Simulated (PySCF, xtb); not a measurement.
Se(Me)(OSiH3) (CH₆OSeSi), SMILES C[Se]O[SiH3]. One conformer was computed; it need not be the lowest.

Harmonic wavenumbers (cm⁻¹) from xtb with GFN2-xTB at its own minimum, in rising order: 25, 107, 132, 152, 225, 442, 570, 605, 634, 735, 796, 823, 844, 874, 875, 1272, 1421, 1432, 2208, 2260, 2324, 3007, 3020, 3033.

**Question.** What does PBE-D3(BJ)/def2-SVP (PySCF) give at its own minimum? (An estimate is asked for; the answer gives what the named calculation found.)

**Answer.** 76, 129, 141, 157, 232, 527, 582, 682, 698, 832, 867, 879, 899, 909, 949, 1233, 1366, 1396, 2148, 2163, 2181, 2978, 3091, 3106. Paired by order, the mean absolute difference is 55 cm⁻¹ and the zero-point energies are 39.8 and 40.3 kcal/mol.
